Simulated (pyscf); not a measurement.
**•H₂Si–PH–SiH₃ (SMILES [SiH2]P[SiH3]), doublet**

Gas-phase minimum from PySCF at ωB97X-D3(BJ)/def2-SVP, one conformer. •H₂Si–PH–SiH₃ lies 8.3 kcal/mol over its isomer H₃Si–P•–SiH₃ (electronic energy, ωB97M-D3(BJ)/def2-TZVP). 

SMILES: [SiH3]P[SiH2]
```xyz
9

Si     0.9381    -1.0994     0.1719
P     -0.3541     0.2871    -1.0134
Si    -0.1150     2.0539     0.3616
H      1.2958    -2.3004    -0.6456
H      0.1691    -1.5294     1.3811
H      0.6401     0.6817    -1.9527
H     -0.6846     1.6546     1.6801
H     -0.8878     3.2066    -0.1818
H      1.3083     2.4580     0.5408
```
Charge 0, spin multiplicity 2.

Bonds (Å): Si1–P2 2.235, Si1–H4 1.496, Si1–H5 1.496, P2–Si3 2.251, P2–H6 1.424, Si3–H7 1.491, Si3–H8 1.490, Si3–H9 1.490. Bond angles (°): P2–Si1–H4 110.3, P2–Si1–H5 108.0, H4–Si1–H5 109.5, Si1–P2–Si3 95.8, Si1–P2–H6 96.8, Si3–P2–H6 96.4, P2–Si3–H7 106.8, P2–Si3–H8 109.2, P2–Si3–H9 112.8, H7–Si3–H8 109.4, H7–Si3–H9 109.3, H8–Si3–H9 109.2.

Properties at ωB97X-D3(BJ)/def2-SVP:

- Harmonic wavenumbers, unscaled = 98, 123, 141, 455, 486, 493, 511, 588, 662, 741, 805, 905, 930, 949, 963, 2212, 2232, 2256, 2263, 2265, 2452 cm⁻¹
- Zero-point energy = 32.2 kcal/mol
- Rotational symmetry number = 1
- Entropy of this conformer at 298 K and 1 atm, rigid rotor and harmonic oscillator, modes under 100 cm⁻¹ raised to 100 = 339.0 J/(mol K)
- Dipole moment = 0.82 D
- Spin expectation value S2 = 0.753

Single-point totals, which compare only within one level (frozen core for MP2 and CC):

```csv
level,total energy (hartree)
ωB97X-D3(BJ)/def2-TZVP,-924.00920
PBE/def2-TZVP,-923.45966
r²SCAN/def2-TZVP,-923.84851
B3LYP-D3(BJ)/def2-TZVP,-924.01164
PBE0-D3(BJ)/def2-TZVP,-923.56003
M06-2X/def2-TZVP,-923.85178
ωB97M-D3(BJ)/def2-TZVP,-924.04961
UHF/def2-TZVPP,-922.09608
MP2/def2-TZVPP,-922.48859
CCSD/def2-TZVPP,-922.54869
CCSD(T)/def2-TZVPP,-922.56733
```

Soft torsions are taken as harmonic, which can shift the entropy by several J/(mol K). The CCSD(T) − MP2 part came from Ansatz, without density fitting, on the same reference.
